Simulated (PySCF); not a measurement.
## From computed data to an observable: chemical shift, span and skew from a shielding tensor

trans-(1R,2R)-1-chloro-2-methylcyclopropane (C4H7Cl), SMILES C[C@@H]1C[C@H]1Cl. Atoms are numbered in the order given.

```xyz
12

C      2.3132     0.5257    -0.0527
C      1.0338    -0.2681     0.0863
C      0.2908    -0.7936    -1.1235
C     -0.2797     0.3335    -0.3162
Cl    -1.7210     0.0540     0.6848
H      2.4780     1.1691     0.8264
H      2.2845     1.1712    -0.9450
H      3.1821    -0.1448    -0.1526
H      0.9799    -0.9150     0.9682
H      0.6711    -0.5548    -2.1218
H     -0.1959    -1.7680    -1.0383
H     -0.2925     1.3396    -0.7426
```

The structure is a stationary point at TPSSh-D3(BJ)/def2-SVP.

GIAO shieldings from PBE/pcSseg-1 (PySCF), non-relativistic, no solvent. The symmetric part of the tensor of C1 has the principal values 143.9, 152.4, 184.4 ppm. The same nucleus in TMS has σ = 182.0 ppm at this level (PySCF, at its B3LYP-D3(BJ)/def2-TZVP geometry). Without spin–orbit terms, shifts of atoms bonded to Cl or Br come out too high.

Question: Work out the isotropic shielding, the ¹³C shift against TMS, the span and the skew.

Answer: 
σ(iso) = (σ11 + σ22 + σ33)/3 = 160.2 ppm. δ = σ(ref) − σ(iso) = 182.0 − (160.2) = 21.8 ppm.
Span Ω = σ33 − σ11 = 40.5 ppm. Skew κ = 3(σ(iso) − σ22)/Ω = 0.58. Tumbling in solution averages the tensor to δ; in a static solid the shielding alone would spread this spin-1/2 line over Ω.
